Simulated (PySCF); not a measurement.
Computed data sheet: `C=C(C)[Si@H](Cl)C[SiH3]`

Species: C4H11ClSi2.
SMILES with atom numbers: `[CH2:1]=[C:2]([CH3:3])[Si@H:4]([Cl:5])[CH2:6][SiH3:7]` (hydrogens: H8, H9 on C1; H10, H11, H12 on C3; H13 on Si4; H14, H15 on C6; H16, H17, H18 on Si7)

Structural features include: C=C double bond, Si–H bond and C–Si bond.

**PBE0-D3(BJ)/def2-SVP geometry optimisation, gas phase (PySCF)**

```yaml
Point_group: C1
Rotational_constants_A_B_C: 1.664, 1.072, 0.777 GHz
```

**wB97X-D/def2-SVPD ground state, ΔSCF and vertical TDDFT (core frozen in the response) (PySCF)**

```yaml
Dipole_moment: 2.17 D
HOMO_energy: -9.67 eV
LUMO_energy: 1.10 eV
HOMO–LUMO_gap: 10.77 eV
Lowest_singlet_excitation: 6.55 eV (189 nm, f = 0.001)
Strongest_line_among_the_10_lowest_singlet_transitions: S2 at 6.82 eV (182 nm, f = 0.280)
Lowest_triplet_excitation_Tamm–Dancoff: 4.24 eV
Static_isotropic_polarisability: 113.9 au
Vertical_ionisation_energy: 9.77 eV
Electronic_spatial_extent_⟨r²⟩_about_the_centre_of_nuclear_charge: 1604 bohr²
```

**KT3/pcSseg-1 ground state and GIAO shieldings, non-relativistic (PySCF)**

```yaml
13C_chemical_shifts_computed_TMS_as_zero_by_class: 138.3 (C2), 123.9 (C1), 24.5 (C3), -8.2 (C6) ppm
1H_chemical_shifts_computed_TMS_as_zero_by_class: 5.80 (H9), 5.38 (H8), 5.31 (H13), 3.93 (H16/H17/H18), 2.01 (H10/H11/H12), 0.28 (H14), 0.15 (H15) ppm
Isotropic_shieldings_of_nuclei_other_than_C_and_H_by_class: 362 (Si4), 436 (Si7), 947 (Cl5) ppm
```

delta-SCF UKS SCAN, pcX-2 on the ionised atom, pcseg-1 elsewhere, spin-free X2C; 2p3/2 from a spin–orbit splitting computed afterwards within the 2p shell (PySCF):

```yaml
Core_binding_energies: Si2p3/2 106.7 (Si7), Si2p3/2 107.2 (Si4), Cl2p3/2 205.5 (Cl5), C1s 290.1 (C6), C1s 290.3 (C1), C1s 290.3 (C2), C1s 290.8 (C3), Si1s 1846.5 (Si7), Si1s 1847.1 (Si4), Cl1s 2828.1 (Cl5) eV
```

Monoisotopic mass (most abundant isotopes): 150.0088 u.

The principal polarisabilities are 97.7, 118.2 and 125.6 au; their mean is the isotropic value. No computed singlet falls in the visible range (750 to 380 nm, 1.65 to 3.26 eV); S1 lies 3.29 eV above its blue end. The 10 singlets span 6.55 to 8.37 eV, and their oscillator strengths add up to 0.41. The ΔSCF ionisation energy exceeds −ε(HOMO) by 0.10 eV with wB97X-D. The dipole matches unit charges of opposite sign 0.45 Å apart (1 e·Å = 4.8032 D). S1 lies 4.22 eV below the HOMO–LUMO gap; its leading configuration is HOMO−1→LUMO, weight 0.86. With B = h/(8π²I), that is 505.379 GHz u Å² over I, the principal moments of inertia are 303.7, 471.5 and 650.8 u Å² (most abundant isotopes). The polarisability is 16.87 Å³ as a volume (1 au = 0.148185 Å³), or 1.42 au for each of the 80 electrons.

 NMR classes are plain means over equivalent atoms (diastereotopic ones count apart unless rotation or inversion swaps them), as if these changed places fast; in this geometry the members of some classes differ.

Shape of the structure used: `[CH2:1]=[C:2]([CH3:3])[Si@H:4]([Cl:5])[CH2:6][SiH3:7]`: C1–C2–Si4–Cl5 127°, C2–Si4–C6–Si7 74°.

One conformer stands for the species.
